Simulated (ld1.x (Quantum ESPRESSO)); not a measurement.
S (Z = 16), ultrasoft: configuration errors across variants

| Quantity | Value |
| --- | --- |
| Element | sulfur |
| Generator | ld1.x (Quantum ESPRESSO) 7.5 |
| Type | ultrasoft |
| Functional | PBEsol |
| Relativity | scalar-relativistic |
| Frozen core | [Ne] |
| Valence charge | 6 |
| Reference configuration | 3s2 3p3 (charge +1) |
| Partial waves | 3s (bound): rcut 1.10, rcutus 1.40 bohr; 3s channel at -1.15 Ry: rcut 1.10, rcutus 1.40 bohr; 3p (bound): rcut 1.15, rcutus 1.45 bohr; 3p channel at 0.25 Ry: rcut 1.15, rcutus 1.45 bohr; 3d channel at 0.1 Ry: rcut 1.05, rcutus 1.20 bohr; 3d channel at 1.55 Ry: rcut 1.05, rcutus 1.20 bohr |
| Local potential | all-electron potential smoothed inside 0.95 bohr (lloc = -1) |
| Core correction | none |
| Augmentation charge | PSQ, inside the norm-conserving radii |

All-electron excitation energies from the reference (eV): (1) 3s2 3p4 -11.733; (2) 3s2 3p2 22.241; (3) 3s2 3p1 56.241; (4) 3s1 3p4 10.847; (5) 3s0 3p6 8.946; (6) 3s2 3p0 103.000; (7) 3s1 3p5 -1.454.

2 further variants failed, have other tests or another functional or relativity, and are left out.

Errors AE − PS in meV (a dash: test not solved or not reliable):

```tsv
change	(1)	(2)	(3)	(4)	(5)	(6)	(7)	bound ghosts
base	+1.4	+1.3	+17	+2.5	+14	+70	+4.3	none
local potential all-electron potential smoothed inside 1.62 bohr (lloc = -1)	+1.4	+1.3	+17	+2.5	+14	+70	+4.4	none
waves 3d channel at 0.1 Ry: rcut 1.05, rcutus 1.26 bohr; 3d channel at 1.55 Ry: rcut 1.05, rcutus 1.26 bohr	+1.4	+1.3	+17	+2.5	+14	+70	+4.3	none
local potential all-electron potential smoothed inside 1.05 bohr (lloc = -1)	+1.4	+1.3	+17	+2.5	+14	+70	+4.3	none
```

Task: Give the same row for: core correction a·sin(br)/r model core inside 0.86 bohr.

Result: +1.5, +0.2, +6.4, -0.8, +2.6, +25, +2.4; bound ghosts: none.
